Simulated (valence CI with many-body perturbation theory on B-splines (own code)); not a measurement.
**Zr²⁶⁺ in three bases**

Computed by relativistic CI+MBPT: four valence electrons over a frozen Dirac-Fock core [Ne], radial functions for each j: 9 s, 9 p, 8 d, 6 f, 3 g, 1 h, with the one-electron correlation potential Σ1, the two-electron term Σ2, the three-electron term Σ3, Breit, model QED; selected CI, second order for the rest, scaled by the run's own slope (own B-spline code, finite nucleus).

No measured spectrum was set against this ion. As an estimate, large intervals hold to a few tenths of a per cent, small ones and those within an open d or f shell to about a per cent.

The reference run has the lowest level (3s^2 3p1/2^2) J=0 and an ionisation energy of 1343.17 eV. Its largest variational space holds 20000 state functions.

Levels are named by their leading jj configuration (3d3/2^4 stands for four electrons in 3d with j = 3/2), which in mixed levels can hold well under half, so a name can repeat and another be missing. Letters in brackets count levels of one name in rising energy.

Changed runs:
A. basis 6 s, 6 p, 5 d, 3 f, 1 g
B. basis 5 s, 5 p, 4 d, 2 f

Excitation energies of the reference run in cm⁻¹, and shifts in cm⁻¹:

| Level | Reference | A | B |
| --- | --- | --- | --- |
| (3s^2 3p1/2 3p3/2) J=1 | 123848 | -55 | -156 |
| (3s^2 3p1/2 3p3/2) J=2 | 156220 | +23 | +116 |
| (3s^2 3p3/2^2) J=2 | 305324 | +18 | +114 |
| (3s^2 3p3/2^2) J=0 | 384289 | +137 | +434 |
| (3s 3p1/2^2 3p3/2) J=2 | 614074 | -198 | -611 |
| (3s 3p1/2^2 3p3/2) J=1 | 730298 | +0.4 | +28 |
| (3s 3p1/2 3p3/2^2) J=2 [a] | 760564 | -71 | -197 |
| (3s 3p1/2 3p3/2^2) J=3 | 804214 | -42 | -97 |
| (3s 3p1/2 3p3/2^2) J=2 [b] | 873013 | +45 | +43 |
| (3s 3p1/2 3p3/2^2) J=0 | 876402 | +38 | +167 |
| (3s 3p1/2 3p3/2^2) J=1 [a] | 892152 | +22 | +107 |
| (3s^2 3p1/2 3d3/2) J=2 | 952745 | +167 | +465 |
| Ionisation energy (eV) | 1343.17 | -0.027 | -0.08 |
